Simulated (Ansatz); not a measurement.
CHClFNO$_{2}$Zr (`O=C=[N][Zr]([OH])([F])[Cl]`) at its PBE0-D4/def2-TZVP geometry, where that method's forces vanish. Charge 0, multiplicity 1. Zr: def2 effective core potential.

```xyz
8

O     1.3497    1.7735   -2.7847
C     0.8662    1.3084   -1.8349
N     0.3648    0.8309   -0.8512
Zr   -0.4410   -0.0764    0.7775
O     0.1188   -1.8800    0.8394
F     0.1547    0.8132    2.3415
Cl   -2.7856    0.0292    0.6512
H     0.3722   -2.7989    0.8611
```

Problem. What forces (eV/Å) does r2SCAN-D4/def2-TZVPP give on these atoms in Ansatz? (An estimate is asked.)

Solution. Ansatz gave: 
```
O1   0.222  0.218 -0.439
C2  -0.060 -0.069  0.127
N3  -0.091 -0.082  0.194
Zr4 -0.045  0.087  0.010
O5   0.065 -0.173  0.012
F6   0.042  0.051  0.096
Cl7 -0.143  0.007 -0.002
H8   0.010 -0.040  0.001
```
